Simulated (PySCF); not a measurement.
Bonds (- single, = double, # triple, : aromatic): C1-C2, C2-C3, C2-C4, C4:C5, C5:C6, C6:C7, C7:C8, C8:P9, P9:C4. C1 carries H10, H11, H12; C2 carries H13; C3 carries H14, H15, H16; C5 carries H17; C6 carries H18; C7 carries H19; C8 carries H20.

Theory: B3LYP/pcSseg-1 with gauge-including orbitals, coordinates at the PBE0-D3(BJ)/def2-SVP level, in PySCF (no solvent model, non-relativistic Hamiltonian, one conformer, rapidly exchanging positions averaged).

List the cross peaks expected in HSQC, COSY and HMBC spectra.

## Answers



HSQC (one-bond C–H):
| δH | δC |
| --- | --- |
| 8.83 (H20) | 166.5 (C8) |
| 7.68 (H19) | 137.2 (C7) |
| 7.58 (H17) | 139.2 (C5) |
| 7.36 (H18) | 134.9 (C6) |
| 2.64 (H13) | 47.0 (C2) |
| 1.47 (H10/H11/H12/H14/H15/H16) | 31.4 (C1/C3) |

COSY cross peaks (H two or three bonds apart, from the bond graph; peaks can be absent where the dihedral angle is near 90°):
| δH | δH |
| --- | --- |
| 8.83 (H20) | 7.68 (H19) |
| 7.68 (H19) | 7.36 (H18) |
| 7.58 (H17) | 7.36 (H18) |
| 2.64 (H13) | 1.47 (H10/H11/H12/H14/H15/H16) |

HMBC (two and three bonds, from the bond graph):
| δH | δC |
| --- | --- |
| 8.83 (H20) | 198.3 (C4), 137.2 (C7), 134.9 (C6) |
| 7.68 (H19) | 166.5 (C8), 139.2 (C5), 134.9 (C6) |
| 7.58 (H17) | 198.3 (C4), 137.2 (C7), 134.9 (C6), 47.0 (C2) |
| 7.36 (H18) | 198.3 (C4), 166.5 (C8), 139.2 (C5), 137.2 (C7) |
| 2.64 (H13) | 198.3 (C4), 139.2 (C5), 31.4 (C1/C3) |
| 1.47 (H10/H11/H12/H14/H15/H16) | 198.3 (C4), 47.0 (C2), 31.4 (C1/C3) |

δ = σ(ref) − σ, references computed at the same level: ¹H (σ = 31.38 ppm) and ¹³C (σ = 179.24 ppm) against TMS.

Short H···H contacts in this conformer between protons four or more bonds apart (candidates for NOE cross peaks, intensity ∝ r⁻⁶): H13···H17 2.19 Å.

Shifts are as computed. Against solution values, carbons near 30 ppm lie about +2 ppm off and those near 130 ppm about +6 ppm. Of 1313 compounds with measured shifts, 239 miss one by over three times the rms of a fit or turn the order of signals round; such compounds aren't used in these exercises.
